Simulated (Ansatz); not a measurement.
`[O]=[Mo]([F])([F])([F])[F]` and `[O]=[W]([F])([F])([F])[F]` differ in one element.

Ansatz, PBE0-D4/def2-TZVP geometries, multiplicity 1. 

Elements past krypton have def2 core potentials.

```tsv
property	`[O]=[Mo]([F])([F])([F])[F]`
HOMO energy (PBE0/def2-TZVPP) / eV	-11.05
LUMO energy (B3LYP/def2-TZVPP) / eV	-4.32
HOMO energy (ωB97M-V/def2-TZVPP) / eV	-13.46
HOMO energy (B3LYP/def2-TZVPP) / eV	-10.77
HOMO–LUMO gap (ωB97M-V/def2-TZVPP) / eV	11.61
LUMO energy (ωB97M-V/def2-TZVPP) / eV	-1.85
```

Problem. Give the same properties after the change, and the shifts. (Estimate.)

Solution. Ansatz gave: 
| property | `[O]=[W]([F])([F])([F])[F]` | shift |
| --- | --- | --- |
| HOMO energy (PBE0/def2-TZVPP) / eV | -11.65 | -0.60 |
| LUMO energy (B3LYP/def2-TZVPP) / eV | -4.23 | 0.09 |
| HOMO energy (ωB97M-V/def2-TZVPP) / eV | -14.06 | -0.60 |
| HOMO energy (B3LYP/def2-TZVPP) / eV | -11.37 | -0.60 |
| HOMO–LUMO gap (ωB97M-V/def2-TZVPP) / eV | 12.41 | 0.80 |
| LUMO energy (ωB97M-V/def2-TZVPP) / eV | -1.65 | 0.20 |

With PBE0 the HOMO falls by 0.60 eV and the LUMO rises by 0.09 eV, so the gap widens by about 0.69 eV. PBE moves the HOMO by -0.76 eV and ωB97M-V by -0.60 eV.

B3LYP here is the variant with VWN-RPA as its local correlation; programs differ in this.
